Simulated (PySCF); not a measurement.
C2H3AlFNO2, SMILES C[O][Al]([F])[N]=C=O. Atoms are numbered in the order given.

```xyz
10

Al     0.6078     0.5349     0.0000
F      2.2377     0.8086     0.0000
N      0.0273    -1.1291     0.0000
C     -0.3347    -2.2764     0.0000
O     -0.6938    -3.3907     0.0000
O     -0.4239     1.8530     0.0000
C     -1.7916     2.1495     0.0000
H     -2.0540     2.7466     0.8909
H     -2.0540     2.7466    -0.8909
H     -2.4250     1.2427     0.0000
```
Charge 0, spin multiplicity 1.

Geometry: B3LYP-D3(BJ)/def2-SVP. Other conformers were not sampled.

Calculation: PBE/pcSseg-1 (PySCF).

GIAO shieldings, no solvent; atoms alike by connectivity are averaged. δ = σ(ref) − σ: ¹⁹F against CFCl3 (σ = 133.6 ppm); ¹⁵N against NH3 (σ = 267.0 ppm); ¹³C against TMS (σ = 182.0 ppm); ¹⁷O against H2O (σ = 334.3 ppm); ¹H against TMS (σ = 31.49 ppm), references at their B3LYP-D3(BJ)/def2-TZVP geometries, non-relativistic.

Computed chemical shifts:
```json
[
 {"nucleus": "¹⁹F", "atoms": "F2", "count": "1", "δ (ppm)": "-223.5"},
 {"nucleus": "¹⁵N", "atoms": "N3", "count": "1", "δ (ppm)": "41.8"},
 {"nucleus": "¹³C", "atoms": "C4", "count": "1", "δ (ppm)": "124.3"},
 {"nucleus": "¹³C", "atoms": "C7", "count": "1", "δ (ppm)": "58.9"},
 {"nucleus": "¹⁷O", "atoms": "O5", "count": "1", "δ (ppm)": "141.5"},
 {"nucleus": "¹⁷O", "atoms": "O6", "count": "1", "δ (ppm)": "23.6"},
 {"nucleus": "¹H", "atoms": "H8, H9, H10", "count": "3", "δ (ppm)": "4.36"}
]
```
